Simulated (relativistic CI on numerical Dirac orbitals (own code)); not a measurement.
**One change at a time: Ir40+**

Base calculation: Dirac-Coulomb-Breit CI, orbitals from a KLI potential per configuration, a model potential for QED, unscaled Slater integrals.

Configuration list (outside the closed core [Ar] 3d10): 4s2 4p6 4d, 4s2 4p6 4f, 4s2 4p5 4d2, 4s 4p6 4d2, 4s2 4p5 4d 4f, 4s 4p6 4d 4f, 4s2 4p6 5s, 4s2 4p6 5p, 4s2 4p6 5d, 4p6 4d2 4f, 4s2 4p5 4d 5s, 4s2 4p6 5f, 4s2 4p5 4d 5p, 4s 4p6 4f 5s, 4s2 4p6 5g, 4s 4p6 4d 5s, 4s2 4p5 4d 5d, 4p6 4d3, 4p5 4d4, 4p5 4d3 4f, 4p6 4d 4f2, 4p6 4f3, 4p5 4d2 4f2, 4p5 4d 4f3, 4p6 4f2 5s, 4s 4p6 4f2, 4s 4p5 4f3, 4s 4p6 4f 5p, 4s 4p5 4f2 5p, 4p6 4f2 5p. Double excitations out of closed p, d and f shells are left out; levels of such configurations are missing from the list, as are those of other unlisted configurations, and high levels can miss mixing partners. These lack a partner that the ground configuration has and come out too high: 4s2 4p5 4d 5s, 4s2 4p5 4d 5p, 4s2 4p5 4d 5d, 4s2 4p6 5d, 4s2 4p6 5f.

Variants: (1) valence Slater integrals scaled by 0.9; (2) configuration mixing switched off; (3) non-relativistic limit. Shifts of the energy above 4s2 4p6 4d 2D_3/2, in eV, for the lowest level and the first level of each name with at least 55 % of one term (blank where a level changes its place among those of its configuration and J or its character, or is not in the variant):

```tsv
Level	Base	Δ(1)	Δ(2)	Δ(3)
4s2 4p6 4d 2D_3/2	0.000	0.000	0.000	0.000
4s2 4p6 4d 2D_5/2	23.729	+0.004	+0.019	-23.729
4s2 4p5 4d2 4D°_1/2	163.800	+0.984	-2.035	-14.626
4s2 4p5 4d2 4G°_9/2	187.456	+0.733	-1.565	-33.027
4s2 4p5 4d2 2H°_11/2	192.016	+0.344	-1.479	
4s2 4p5 4d2 2G°_9/2	200.742	-0.537	-1.874	
4s2 4p5 4d2 4G°_11/2	211.524	+0.532	-1.472	
4s2 4p5 4d2 2P°_1/2	218.635	-1.301	-1.940	-55.468
4s2 4p5 4d2 2P°_3/2	231.551		-1.810	
4s2 4p6 4f 2F°_7/2	244.099	-1.343	-8.595	-23.502
4s2 4p5 4d 4f 4G_5/2	379.976	+1.866	-1.759	-32.969
4s2 4p5 4d 4f 4G_7/2	386.586	+1.388	-1.672	-39.579
4s2 4p5 4d 4f 4D_1/2	391.251	+0.959
```

At this charge energies of transitions that change n are usually good to better than 1 %, and those within a shell (Δn = 0) to a few per cent.

Ionisation energy from the two ground configurations alone: base 1857.25 eV. The NIST ASD value (theoretical) is 1857 eV.

LS names give the leading component of a level, which can be under half, so a name can repeat, a term be missing and a line seem to break the LS rules.
